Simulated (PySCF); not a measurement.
H₃Cl₃HfOSi (SMILES [SiH3][O][Hf]([Cl])([Cl])[Cl]), singlet, geometry from GFN2-xTB (such geometries of metal compounds can be far from the true shape) (core potentials on Hf); PBE/def2-SVP in PySCF.

Here is a job for PySCF.
```python
from pyscf import gto, scf, dft

mol = gto.M(
    atom='''
Hf    0.16198422    0.08986631    0.15434697
Cl    1.67669179    1.12473129    1.46639015
Cl   -0.93563556   -1.30710791    1.53279462
Cl   -1.24341668    1.69597803   -0.55096803
O     0.65066792   -0.87100724   -1.35901133
Si   -0.43731869   -1.45667371   -2.41454629
H    -1.74287364   -1.54049122   -1.70426651
H     0.05106640   -2.77486407   -2.80862422
H    -0.51381059   -0.52475309   -3.54403733
''',
    basis='def2-svp',
    ecp={'Hf': 'def2-svp'},
    verbose=4,
)

mf = dft.RKS(mol)
mf.xc = 'pbe'
mf.kernel()
```

What the program printed (banner, timings and long lists left out):

```
PySCF version 2.14.0

[INPUT] verbose = 4
[INPUT] num. atoms = 9
[INPUT] num. electrons = 88
[INPUT] charge = 0
[INPUT] spin (= nelec alpha-beta = 2S) = 0
[INPUT] symmetry False subgroup None
[INPUT] Mole.unit = angstrom
[INPUT] Symbol           X                Y                Z      unit          X                Y                Z       unit  Magmom
[INPUT]  1 Hf     0.161984220000   0.089866310000   0.154346970000 AA    0.306105812301   0.169822713725   0.291673501456 Bohr   0.0
[INPUT]  2 Cl     1.676691790000   1.124731290000   1.466390150000 AA    3.168488278407   2.125434101829   2.771075775260 Bohr   0.0
[INPUT]  3 Cl    -0.935635560000  -1.307107910000   1.532794620000 AA   -1.768094960804  -2.470075965153   2.896562037007 Bohr   0.0
[INPUT]  4 Cl    -1.243416680000   1.695978030000  -0.550968030000 AA   -2.349716983916   3.204933989979  -1.041178680091 Bohr   0.0
[INPUT]  5 O      0.650667920000  -0.871007240000  -1.359011330000 AA    1.229584166840  -1.645965136113  -2.568159213881 Bohr   0.0
[INPUT]  6 Si    -0.437318690000  -1.456673710000  -2.414546290000 AA   -0.826412553254  -2.752714364754  -4.562831203185 Bohr   0.0
[INPUT]  7 H     -1.742873640000  -1.540491220000  -1.704266510000 AA   -3.293553849324  -2.911106503097  -3.220596947168 Bohr   0.0
[INPUT]  8 H      0.051066400000  -2.774864070000  -2.808624220000 AA    0.096501510167  -5.243733125196  -5.307530562620 Bohr   0.0
[INPUT]  9 H     -0.513810590000  -0.524753090000  -3.544037330000 AA   -0.970961295001  -0.991639623119  -6.697259928935 Bohr   0.0

nuclear repulsion = 561.026757176943
number of shells = 59
number of NR pGTOs = 246
number of NR cGTOs = 133
basis = def2-svp
ecp = {'Hf': 'def2-svp'}

******** <class 'pyscf.dft.rks.RKS'> ********
method = RKS
initial guess = minao
damping factor = 0
level_shift factor = 0
DIIS = <class 'pyscf.scf.diis.CDIIS'>
diis_start_cycle = 1
diis_space = 8
diis_damp = 0
SCF conv_tol = 1e-09
SCF conv_tol_grad = None
SCF max_cycles = 50
direct_scf = True
direct_scf_tol = 1e-13
XC library pyscf.dft.libxc version 7.1.2
    S. Lehtola, C. Steigemann, M. J. T. Oliveira, and M. A. L. Marques,  SoftwareX 7, 1–5 (2018)
XC functionals = pbe
    J. P. Perdew, K. Burke, and M. Ernzerhof,  Phys. Rev. Lett. 77, 3865 (1996)
    J. P. Perdew, K. Burke, and M. Ernzerhof,  Phys. Rev. Lett. 78, 1396 (1997)
    J. P. Perdew, K. Burke, and M. Ernzerhof,  Phys. Rev. Lett. 77, 3865 (1996)
    J. P. Perdew, K. Burke, and M. Ernzerhof,  Phys. Rev. Lett. 78, 1396 (1997)
radial grids:
    Treutler-Ahlrichs [JCP 102, 346 (1995); DOI:10.1063/1.469408] (M4) radial grids

becke partition: Becke, JCP 88, 2547 (1988); DOI:10.1063/1.454033
pruning grids: <function nwchem_prune>
grids dens level: 3
symmetrized grids: False
atomic radii adjust function: <function treutler_atomic_radii_adjust>
small_rho_cutoff = 0
Set gradient conv threshold to 3.16228e-05
Initial guess from minao.
tot grids = 143120
init E= -1781.77509887885
  HOMO = -0.447519037311024  LUMO = -0.365421454597317  gap/eV = 2.23399
cycle= 1 E= -1793.4444490456  delta_E= -11.7  |g|=  1.6  |ddm|= 7.89
  HOMO = 0.00757164516789391  LUMO = 0.0164367718790145  gap/eV = 0.24123
cycle= 2 E= -1789.92110866828  delta_E= 3.52  |g|= 3.95  |ddm|= 6.99
  HOMO = -0.268641166536226  LUMO = -0.0298258072097713  gap/eV = 6.49850
cycle= 3 E= -1793.85566615527  delta_E= -3.93  |g|= 0.938  |ddm|= 6.08
  HOMO = -0.270313612490351  LUMO = -0.102267183796029  gap/eV = 4.57278
cycle= 4 E= -1793.97213961645  delta_E= -0.116  |g|= 0.75  |ddm|= 1.53
  HOMO = -0.291259418505398  LUMO = -0.07874993312317  gap/eV = 5.78268
cycle= 5 E= -1794.09084871184  delta_E= -0.119  |g|= 0.0571  |ddm|= 0.575
  HOMO = -0.290832563740771  LUMO = -0.078980788302034  gap/eV = 5.76478
cycle= 6 E= -1794.09162097214  delta_E= -0.000772  |g|= 0.0344  |ddm|= 0.113
  HOMO = -0.292328755291755  LUMO = -0.0783863708117372  gap/eV = 5.82167
cycle= 7 E= -1794.09191386251  delta_E= -0.000293  |g|= 0.00839  |ddm|= 0.0422
  HOMO = -0.292707082783701  LUMO = -0.0783837112861846  gap/eV = 5.83204
cycle= 8 E= -1794.09193059608  delta_E= -1.67e-05  |g|= 0.00275  |ddm|= 0.012
  HOMO = -0.292746049038009  LUMO = -0.0783618226344567  gap/eV = 5.83369
cycle= 9 E= -1794.09193280166  delta_E= -2.21e-06  |g|= 0.00062  |ddm|= 0.00385
  HOMO = -0.292741109278839  LUMO = -0.0783446381305293  gap/eV = 5.83403
cycle= 10 E= -1794.09193289901  delta_E= -9.74e-08  |g|= 0.000156  |ddm|= 0.000807
  HOMO = -0.292741977756317  LUMO = -0.0783403174038296  gap/eV = 5.83417
cycle= 11 E= -1794.09193290618  delta_E= -7.17e-09  |g|= 2.75e-05  |ddm|= 0.000204
  HOMO = -0.292739531358696  LUMO = -0.0783361399398173  gap/eV = 5.83421
cycle= 12 E= -1794.09193290622  delta_E= -4.59e-11  |g|= 2.36e-05  |ddm|= 4.68e-05
  HOMO = -0.292741527498197  LUMO = -0.0783436001702536  gap/eV = 5.83406
Extra cycle  E= -1794.09193290568  delta_E= 5.38e-10  |g|= 4.85e-05  |ddm|= 8.11e-05
converged SCF energy = -1794.09193290568
```
